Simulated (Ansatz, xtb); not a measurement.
Potential energy curve for SeBe, lowest singlet found (which spin is the ground state isn't settled by this scan).

- RKS-BLYP = restricted BLYP/cc-pVDZ in Ansatz (an electronic-structure program)
- GFN1-xTB (xtb)
- RKS-PBE = restricted PBE/cc-pVDZ in Ansatz

Total energies in hartree (comparable only within one method and basis):

```csv
R / Å,RKS-BLYP,GFN1-xTB,RKS-PBE
1.54,-2416.18742,-3.92865,-2415.76197
1.68,-2416.24445,-4.03232,-2415.81885
1.78,-2416.26226,-4.05915,-2415.83641
1.87,-2416.26779,-4.06571,-2415.84163
1.97,-2416.26618,-4.06219,-2415.83957
2.03,-2416.26254,-4.05696,-2415.83562
2.10,-2416.25655,-4.04921,-2415.82924
2.19,-2416.24703,-4.03787,-2415.81916
2.24,-2416.24119,-4.03130,-2415.81299
```

The scan ran from 1.54 to 7.36 Å; beyond the distances shown full CI changes its symmetry label. The restricted form behind RKS-BLYP, RKS-PBE keeps the bonding electrons paired and can't separate into open-shell fragments.
